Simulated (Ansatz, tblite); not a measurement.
Cost and result up the ladder for `CN(C)c1cc2sc(-c3cc4sc(-c5cc6sc(C#N)cc6s5)cc4s3)cc2s1` (41 atoms). The state is a singlet with charge 0. Geometry: PBE-D4/def2-SVP.

```tsv
atom	x (Å)	y (Å)	z (Å)
C1	7.5799	4.3505	0.8116
N2	7.3349	2.9326	0.9879
C3	8.2851	2.1433	1.7460
C4	6.0629	2.4355	0.8433
C5	5.5778	1.1813	1.2285
C6	4.2183	1.0256	0.8494
S7	3.0471	-0.2503	1.0081
C8	1.7972	0.7287	0.2188
C9	0.4790	0.1879	0.0302
C10	-0.0333	-1.0348	0.4771
C11	-1.3811	-1.2120	0.0873
S12	-2.5695	-2.4631	0.3112
C13	-3.7795	-1.5375	-0.5913
C14	-5.0991	-2.0788	-0.7796
C15	-5.6139	-3.2917	-0.3134
C16	-6.9622	-3.4731	-0.7053
S17	-8.1473	-4.7194	-0.4620
C18	-9.3423	-3.8034	-1.3901
C19	-10.6407	-4.3282	-1.5775
N20	-11.7204	-4.7732	-1.7286
C21	-8.8377	-2.5882	-1.8616
C22	-7.4924	-2.4090	-1.4710
S23	-6.2963	-1.1643	-1.7091
C24	-3.2677	-0.3158	-1.0395
C25	-1.9198	-0.1385	-0.6563
S26	-0.7258	1.1108	-0.8834
C27	2.2892	1.9844	-0.1493
C28	3.6474	2.1411	0.2069
S29	4.8190	3.4315	0.0575
H30	7.0995	4.7080	-0.1248
H31	7.1932	4.9731	1.6554
H32	8.6688	4.5271	0.7147
H33	9.2906	2.5954	1.6550
H34	8.0241	2.0750	2.8294
H35	8.3371	1.1109	1.3422
H36	6.1737	0.4283	1.7550
H37	0.5565	-1.7498	1.0652
H38	-5.0266	-4.0009	0.2842
H39	-9.4370	-1.8878	-2.4562
H40	-3.8611	0.4044	-1.6185
H41	1.6724	2.7442	-0.6477
```

Ansatz on 2 threads of AMD EPYC 7R13 on a shared host and a share (18 GiB) of an NVIDIA H100 80GB HBM3; xTB runs through tblite on one thread. Times are rough, summed over both states, and most runs start from the orbitals of an earlier one. PBE0-D4/def2-TZVP serves as the yardstick here, not as an exact answer. The other state is a doublet.

The xTB rows come from tblite. Single mean-field runs in def2-TZVP are fitted with def2-universal-jkfit.

Raw xTB energies of ions are shifted by several eV.

| level | functions | vertical IE (eV) | difference from PBE0-D4/def2-TZVP (eV) |
| --- | --- | --- | --- |
| PBE0-D4/def2-TZVP (with forces) | 1007 | 6.14 | 0.00 |
| GFN1-xTB | 170 | 11.59 | 5.46 |
| PBE-D4/def2-TZVP | 1007 | 5.93 | -0.21 |
| GFN2-xTB | 158 | 11.13 | 5.00 |

Estimate how long each takes.

GFN1-xTB 0.3 s; GFN2-xTB 0.32 s; PBE-D4/def2-TZVP 25 s; PBE0-D4/def2-TZVP (with forces) 32 s. On shared hardware such times vary by a factor of up to 3.
